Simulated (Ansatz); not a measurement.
Isolated molecules relaxed with PBE0-D4/def2-TZVP in Ansatz; ΔE leaves out vibrations. CCSD(T)/CBS adds triple-zeta CCSD(T) − MP2 to the extrapolated MP2 energy (def2 sets, frozen cores). This one scheme is used for every species. Each species was taken in one conformer, which may not be the lowest.

Consider the cleavage of the Si–Si bond: `CC(F)[SiH2][SiH3]` + `B1CN1` → `[SiH3]N1BC1` + `CC(F)[SiH3]`.

```tsv
level	ΔE (kcal/mol)
MP2/def2-QZVPP	-18.6
CCSD/CBS(def2)	-16.9
```

**Question.** What does CCSD(T)/CBS give? (Best estimate.)

**Answer.** Computed: -16.4 kcal/mol. The listed levels differ from it by -2.2, -0.5 kcal/mol.

Largest T1 diagnostic among the species: 0.013.

From PBE to PBE0 (25 % exact exchange), in def2-TZVPP and without D4, ΔE moves by −1.5 kcal/mol. In def2-TZVPP, CCSD(T) changes the Hartree–Fock value by +5.3 kcal/mol (the triples alone add +0.6 kcal/mol) and MP2 by +3.1 kcal/mol.
